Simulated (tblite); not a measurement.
Species: C7H12O2S.
SMILES with atom numbers: `[CH3:1][CH2:2][C@@H:3]1[CH2:4][C@H:5]2[O:6][CH2:7][S:8][C@@H:9]1[O:10]2` (hydrogens: H11, H12, H13 on C1; H14, H15 on C2; H16 on C3; H17, H18 on C4; H19 on C5; H20, H21 on C7; H22 on C9)

Geometry (GFN2-xTB, Å), atoms numbered from 1 in this order:
```xyz
22
C7H12O2S angstrom
C      2.780    0.497   -0.092
C      1.760   -0.635   -0.144
C      0.330   -0.110   -0.268
C     -0.166    0.611    0.998
C     -1.445   -0.164    1.370
O     -2.623    0.380    0.829
C     -2.597    0.618   -0.541
S     -2.062   -0.834   -1.531
C     -0.683   -1.267   -0.390
O     -1.217   -1.462    0.884
H      3.786    0.093   -0.015
H      2.722    1.101   -0.995
H      2.605    1.144    0.764
H      1.840   -1.254    0.753
H      1.975   -1.268   -1.008
H      0.269    0.531   -1.152
H      0.551    0.506    1.810
H     -0.377    1.668    0.849
H     -1.636   -0.231    2.443
H     -1.936    1.454   -0.805
H     -3.618    0.844   -0.846
H     -0.268   -2.206   -0.753
```

Calculated harmonic vibrations of the isolated species, GFN2-xTB (tblite), most abundant isotopes, no scaling. Errors from tens to a few hundred cm⁻¹ against measured bands are possible. One conformer, not necessarily the lowest.

Harmonic wavenumbers (cm⁻¹): 86.8, 110.0, 178.6, 210.6, 243.9, 270.9, 315.8, 374.0, 401.3, 432.2, 473.8, 576.7, 693.5, 705.4, 745.6, 809.6, 824.5, 858.0, 891.5, 926.2, 958.6, 983.2, 987.4, 999.4, 1026.2, 1040.3, 1082.9, 1093.9, 1125.1, 1127.7, 1169.0, 1194.0, 1197.8, 1205.3, 1227.3, 1245.9, 1255.0, 1264.4, 1276.0, 1306.4, 1320.2, 1351.8, 1417.3, 1434.9, 1471.9, 1493.1, 1502.6, 1503.7, 2881.9, 2956.6, 2976.0, 2986.3, 2987.1, 3006.9, 3007.4, 3014.3, 3024.0, 3036.9, 3041.7, 3047.8.

A = 2026, B = 893.4, C = 782.4 MHz; mass 160.056 u (most abundant isotopes); point group C1, symmetry number 1.

Q: What is the zero-point energy?

A: Half the sum of the wavenumbers: 40179 cm⁻¹ = 114.88 kcal/mol.

Q: Entropy at 298.15 K, 1 bar (ideal gas, RRHO, classical rotation)?

A: Translation 41.15, rotation 29.81, vibration 23.16: S = 94.1 cal/(mol K).

Q: And Cp and H(298.15 K) − H(0)?

A: Cp = 38.64 cal/(mol K), of which vibrations give 30.69 (their classical limit is 60 R = 119.2); H(298.15 K) − H(0) = 6.43 kcal/mol without the zero-point energy, 4.06 from vibrations.

Q: How do the functions run with temperature in this model?

A: 
| T (K) | S (cal/(mol K)) | Cp (cal/(mol K)) | H − H(0) (kcal/mol) | G − H(0) (kcal/mol) | ln q(vib) |
| --- | --- | --- | --- | --- | --- |
| 100 | 66.9 | 16.1 | 1.11 | -5.59 | 0.77 |
| 200 | 81.3 | 26.6 | 3.24 | -13.02 | 2.65 |
| 300 | 94.4 | 38.9 | 6.50 | -21.81 | 4.85 |
| 500 | 120.1 | 62.7 | 16.77 | -43.26 | 9.77 |
| 800 | 155.0 | 85.3 | 39.31 | -84.66 | 17.60 |
| 1000 | 175.1 | 94.8 | 57.38 | -117.70 | 22.68 |

q(vib) and H(0) count from the zero-point level.

Q: What must be added to the electronic energy to get the Gibbs energy at 298.15 K and 1 bar?

A: ZPE + [H(298.15 K) − H(0)] − T·S = 114.88 + 6.43 − 28.06 = 93.25 kcal/mol.

Q: Blend soft modes into free rotors: weight 1/[1 + (100 cm⁻¹/ν̃)⁴] for the oscillator and the rest for a rotor with moment μB/(μ + B), μ = h/(8π²ν), B = 10⁻⁴⁴ kg m². What vibrational entropy results?

A: 22.51 cal/(mol K) in place of 23.16, which changes −T·S at 298.15 K by +0.20 kcal/mol.

Hindered rotation and anharmonicity are outside this model. Other conformers, if any are populated, would add a mixing term that is left out. The structure is chiral; the term R ln 2 for an equal mix with its mirror image is left out.
